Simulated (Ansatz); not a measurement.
Question: Name a neutral molecule of Br, C, F, Si and H with HOMO–LUMO gap (ωB97M-V/def2-TZVPP) between 12.70 and 13.00 eV and HOMO–LUMO gap (B3LYP/def2-TZVPP) between 8.20 and 8.50 eV (Ansatz, PBE0-D4/def2-TZVP geometry).

Answer: `CC[SiH](F)Br` (12.73 eV, 8.30 eV). Other molecules can fit too; these were computed, each in one conformer that needn't be the lowest.

B3LYP here is the variant with VWN-RPA as its local correlation; programs differ in this.
